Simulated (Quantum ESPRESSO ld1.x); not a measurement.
Values are calculated unless marked as measured or tabulated.
Problem. Species: Bi3+. Configuration: [Hg] (the NIST ground configuration). Level of theory: Dirac Kohn-Sham, BLYP, spin-unpolarised, spherical densities, point nucleus (ld1.x of Quantum ESPRESSO 7.5). Some entries of the table are withheld. Estimate them.

| orbital | occ. | eigenvalue (eV) | r(max) (bohr) |
|---|---|---|---|
| 1s1/2 | 2 | -90559.026 | 0.0096 |
| 2s1/2 | 2 | -16279.075 | 0.056 |
| 2p1/2 | 2 | -15640.034 | 0.042 |
| 2p3/2 | 4 | -13319.174 | 0.049 |
| 3s1/2 | 2 | -3949.983 | 0.158 |
| 3p1/2 | 2 | -3661.693 | 0.147 |
| 3p3/2 | 4 | -3142.053 | 0.164 |
| 3d3/2 | 4 | -2670.523 | 0.128 |
| 3d5/2 | 6 | -2560.384 | 0.131 |
| 4s1/2 | 2 | -927.833 | 0.355 |
| 4p1/2 | 2 | -802.570 | (1) |
| 4p3/2 | 4 | -674.470 | (2) |
| 4d3/2 | 4 | -471.006 | 0.376 |
| 4d5/2 | 6 | -447.107 | 0.385 |
| 5s1/2 | 2 | (3) | 0.772 |
| 4f5/2 | 6 | (4) | 0.341 |
| 4f7/2 | 8 | (5) | 0.344 |
| 5p1/2 | 2 | -141.738 | 0.803 |
| 5p3/2 | 4 | -116.985 | 0.884 |
| 5d3/2 | 4 | -56.375 | 1.01 |
| 5d5/2 | 6 | -53.320 | 1.05 |
| 6s1/2 | 2 | -39.998 | 1.82 |
| 6p1/2 | 0 | -30.032 | 2.07 |
| 6p3/2 | 0 | -26.938 | 2.27 |
| 7s1/2 | 0 | -15.905 | 4.04 |
| 6d3/2 | 0 | -15.688 | 3.21 |
| 6d5/2 | 0 | -15.375 | 3.28 |
| 5f5/2 | 0 | -11.124 | 3.13 |
| 5f7/2 | 0 | -11.086 | 3.16 |

Solution. 
(1) 4p1/2 r(max) (bohr): 0.352
(2) 4p3/2 r(max) (bohr): 0.385
(3) 5s1/2 eigenvalue (eV): -185.182
(4) 4f5/2 eigenvalue (eV): -183.039
(5) 4f7/2 eigenvalue (eV): -177.547
